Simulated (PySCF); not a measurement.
B(AsH3)H3.
Z-matrix (Å and degrees, PBE0-D3(BJ)/def2-SVP geometry), rows numbered from 1:
```
B 
As  1  2.0478
H   2  1.5098  1  118.78
H   2  1.5098  1  118.68  3  -119.96
H   2  1.5098  1  118.79  3   120.04
H   1  1.2194  2  102.65  3    59.27
H   1  1.2194  2  102.74  3   -60.75
H   1  1.2194  2  102.66  3   179.24
```

Mulliken charges (e) from the PBE0/pcSseg-1 density (PySCF), one withheld:

```tsv
atom	bonded to	charge
B1	As2 H6 H7 H8	-0.1661
As2	B1 H3 H4 H5	?
H3	As2	+0.0863
H4	As2	+0.0863
H5	As2	+0.0863
H6	B1	-0.0229
H7	B1	-0.0228
H8	B1	-0.0229
```

Problem. What is the charge on As2?

Solution. The charges add up to the total charge, 0. The others sum to +0.0242, which leaves -0.0242 e for As2 (arsenic bonded to B and 3 H); the computed value is -0.0240, the difference coming from rounding.

Problem. Add each hydrogen's charge to the atom that carries it.

Solution. B1 -0.2347, As2 +0.2349.

Problem. Across which bond do the charges differ most?

Solution. H7–B1: -0.0228 on H7 against -0.1661 on B1, a difference of 0.1433 e (B1–H6, B1–H8 and B1–As2 within 0.003 e of it). The lower charge is on the less electronegative element of the two (Pauling values: B 2.04, H 2.20).

Problem. How much positive and how much negative charge does this set hold in all?

Solution. +0.2589 e on 3 atoms and -0.2587 e on 5.

The Mulliken scheme gives each basis function's population to the atom it is centred on and halves the overlap population of two atoms between them. Geometry: PBE0-D3(BJ)/def2-SVP; no solvent, vibrations or thermal averaging. The calculation is non-relativistic, for arsenic too.

These values come from a run that also computed NMR shieldings. On Arm Neoverse V1, one thread, shared host, this took 4.2 s wall.
